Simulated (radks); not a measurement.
Problem. Species: the sulfur ion S2+. Configuration: [Ne] 3s2 3p2. Method: non-relativistic Kohn-Sham, PBEsol, spin-polarised, spherical densities, point nucleus; open shells are filled with parallel spins first; computed with a radial shooting solver on a logarithmic mesh with Libxc functionals. Some entries of the table are withheld. Estimate them.

orbital,occ.,eigenvalue (eV),<r> (bohr)
1s up,1,-2419.792,0.09741
1s down,1,-2419.436,0.09740
2s up,1,-235.6420,0.4813
2s down,1,-235.2830,0.4810
2p up,3,-182.1201,0.4428
2p down,3,-181.6290,0.4425
3s up,1,(1),(2)
3s down,1,(3),(4)
3p up,2,-28.9522,(5)
3p down,0,-26.3269,(6)

Solution. 
(1) 3s up eigenvalue (eV): -40.2405
(2) 3s up <r> (bohr): 1.579
(3) 3s down eigenvalue (eV): -37.5112
(4) 3s down <r> (bohr): 1.586
(5) 3p up <r> (bohr): 1.753
(6) 3p down <r> (bohr): 1.781
